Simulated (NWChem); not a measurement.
# MgHCl; SMILES [MgH][Cl]

```xyz
3

Mg    -0.0019     1.1358     0.0000
H     -0.0077     2.8290     0.0000
Cl     0.0014    -1.0756     0.0000
```
Atoms are numbered in this order, from 1.

All runs use the structure optimised with B3LYP/6-31G* (spherical d). B3LYP is NWChem's, with the RPA form of VWN correlation.

 Unshifted, non-relativistic core excitations; the lowest 4 roots alone, so stronger bands may lie above.

Problem. List the first Cl K-edge excitations from B3LYP/6-311G** (spherical d), restricted-window TDA (NWChem).

Solution. 
```csv
state,energy (eV),dipole oscillator strength,leading excitation (squared amplitude)
S1,2759.6,0.0012,1s of atom 3 or its equivalents → LUMO (0.99)
S2,2760.4,0.0008,1s of atom 3 or its equivalents → LUMO+1 (0.99)
S3,2760.4,0.0008,1s of atom 3 or its equivalents → LUMO+2 (0.99)
S4,2762.9,0.0001,1s of atom 3 or its equivalents → LUMO+3 (0.96)
```
